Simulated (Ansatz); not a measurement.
A structure relaxed at r2SCAN-D4/def2-SVP in Ansatz, charge 0, singlet:

```xyz
38

Ga   -1.0717    3.5079   -0.6659
N     0.5195    3.4344    0.5897
N    -1.4459    1.5506   -0.7969
Ga    0.0542    0.5923   -1.6318
Ga    1.0925    1.6697    1.3278
N     1.4770    0.5872   -0.2595
N    -0.4935   -1.2889   -1.7961
Ga    0.8994   -2.3700   -2.7337
Ga    2.0536   -1.1937    0.3194
N     2.4022   -2.1722   -1.3861
Ga   -2.0826    0.8897    0.9198
N    -0.5016    0.8328    2.0605
N    -2.4936   -1.0389    0.5749
Ga   -1.0449   -2.2035   -0.1688
Ga   -0.0892   -1.0038    2.7657
N     0.4358   -1.9598    1.0771
H    -0.5379    4.0478   -2.0384
H    -2.2208    4.2014    0.1519
H     1.3236    3.8613    0.1203
H     0.3306    4.0626    1.3762
H    -2.2266    1.4966   -1.4623
H     0.5345    1.2270   -2.9785
H     2.2930    1.8766    2.3089
H     2.2970    1.0181   -0.7015
H    -1.2884   -1.3002   -2.4467
H     1.3645   -1.6349   -4.0390
H     0.4934   -3.8877   -2.6902
H     3.3353   -1.2288    1.2152
H     3.2000   -1.7295   -1.8515
H     2.7420   -3.1096   -1.1521
H    -3.3330    1.5965    1.5376
H    -0.7428    1.3476    2.9156
H    -3.3250   -1.1090   -0.0188
H    -2.7803   -1.4503    1.4706
H    -1.5666   -3.6702   -0.3154
H     1.1632   -0.9156    3.7091
H    -1.4482   -1.6381    3.2713
H     0.6814   -2.8954    1.4215
```

Problem. Give its formula and point group.

Solution. Ga8N8H22, a nanocrystal cut from wurtzite GaN (hydrogen-capped). Point group Cs (tolerance 0.1 Å).

Problem. Summarise the bond lengths by kind (pairs closer than 1.2 times the sum of covalent radii, bridged metal pairs left out).

Solution. 21 × Ga–N 1.94 to 2.03 Å; 11 × Ga–H 1.56 to 1.58 Å; 11 × H–N 1.02 to 1.03 Å.

Single mean-field runs in def2-SVP are fitted with def2-universal-jkfit.
